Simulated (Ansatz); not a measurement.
Two structures, one formula

Two relaxed structures of BSiNH$_{4}$S, closed shell (PBE0-D4/def2-TZVP; forces vanish, vibrations not checked).

A:

```
8
angstrom
B -0.9006 1.5191 -0.1890
Si 0.1833 -0.1395 0.0621
N 1.6381 -0.0289 0.7134
S -0.8649 -1.8555 -0.6309
H -1.9772 1.4795 -0.7020
H -0.4512 2.5566 0.1838
H 2.2603 -0.8100 0.8726
H 0.1122 -2.7212 -0.3101
```

B:

```tsv
atom	x (Å)	y (Å)	z (Å)
B1	-0.7571	1.1773	-0.1723
Si2	1.5882	0.2154	0.7327
N3	0.0093	-0.0081	0.0002
S4	-0.7314	-1.4764	-0.5330
H5	-1.8474	1.1250	-0.6590
H6	-0.2659	2.2047	0.1866
H7	1.9671	-1.2744	0.6983
H8	0.2887	-2.2793	-0.1891
```

Computed with Ansatz 0.2.0 (basis: def2-TZVPP); correlated methods freeze the cores. B3LYP uses VWN-RPA correlation.

Which structure is lower at CCSD(T), and by how much? (Judge from chemistry; the value comes from the calculation.)

By the calculation: A, by 2.47 kcal/mol (electronic energy, against the other). By their contacts, A is BSiNH₄S ([BH2][Si]([NH])[SH]) and B is BSiNH₄S ([BH2][N]([SiH])[SH]).

Do the other methods give the same order? (Judge from chemistry; the calculation decides.)

By the calculation: Not all: wB97M-V, HF give the other order.

| method | E(B) − E(A) (kcal/mol) |
| --- | --- |
| PBE-D4 | 5.46 |
| r2SCAN-D4 | 8.46 |
| PBE0-D4 | 3.97 |
| B3LYP-D4 | 2.07 |
| wB97M-V | -0.73 |
| HF | -0.34 |
| MP2 | 5.13 |
| CCSD | 1.14 |
| CCSD(T) | 2.47 |

No T1 diagnostic of these runs exceeds 0.019. The restricted Hartree–Fock reference is unstable towards an unrestricted one at one or more of these structures.

Labels in which every atom is bracketed show which atoms are joined, not bond orders.

For scale, one of the runs: CCSD(T)/def2-TZVPP, 202 basis functions, launched by `ansatz run in.yaml --threads 2 --pin off --events-out ev --progress --plain --max-ram 4352MiB`. The run took 71 s on 2 CPU threads of an Arm Neoverse V2 (shared host), with 2.3 GiB of host memory at its peak.
